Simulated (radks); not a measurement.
Polarisability of the ruthenium ion Ru3+, [Kr] 4d5, at imaginary frequency. Method: non-relativistic Kohn-Sham, LB94 model potential, spin-polarised, spherical densities, point nucleus; open shells are filled with parallel spins first (spin-orbit coupling, left out, can overturn this in heavy ions); relativity is left out, which matters for an element this heavy; computed with a radial shooting solver on a logarithmic mesh with Libxc functionals. Response by self-consistent Sternheimer equations with the Hartree and adiabatic LDA kernel.

w (hartree),alpha1(iw) (bohr^3)
0.00266,4.964
0.0143,4.963
0.0360,4.957
0.0697,4.939
0.118,4.893
0.186,4.796
0.280,4.608
0.413,4.284
0.605,3.786
0.892,3.109
1.35,2.291
2.12,1.432
3.59,0.7046
6.94,0.2555
17.5,0.06154

Static values: alpha1 = 4.964 bohr^3 (0.7355 angstrom^3; uncoupled 7.189). C6 = 22.93, triple-dipole C9 = 79.99 atomic units. One-pole (London) frequency 4 C6 / (3 alpha1^2) = 1.241 hartree, against 1.709 for minus the highest occupied eigenvalue.
